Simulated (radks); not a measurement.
Values are calculated unless marked as measured or tabulated.
Problem. Species: Sr+. Configuration: [Kr] 4d0.5 5s0.5 (fractional occupations, a model configuration). Level of theory: scalar-relativistic Kohn-Sham, PBE, spin-unpolarised, spherical densities, finite nucleus; Fermi nuclear charge, rms radius 4.224 fm (a radial shooting solver on a logarithmic mesh with Libxc functionals). Some entries of the table are withheld. Estimate them.

| orbital | occ. | eigenvalue (eV) | <r^2> (bohr^2) |
|---|---|---|---|
| 1s | 2 | -15942.42 | 0.002067 |
| 2s | 2 | -2163.254 | 0.03507 |
| 2p | 6 | -1922.766 | (1) |
| 3s | 2 | -339.0416 | 0.2779 |
| 3p | 6 | -261.4208 | 0.2901 |
| 3d | 10 | -133.2733 | (2) |
| 4s | 2 | (3) | 2.099 |
| 4p | 6 | (4) | 2.836 |
| 5s | 0.5 | -7.9013 | 17.77 |
| 4d | 0.5 | (5) | 10.47 |

Solution. 
(1) 2p <r^2> (bohr^2): 0.02766
(2) 3d <r^2> (bohr^2): 0.3027
(3) 4s eigenvalue (eV): -46.1320
(4) 4p eigenvalue (eV): -28.0918
(5) 4d eigenvalue (eV): -6.1303
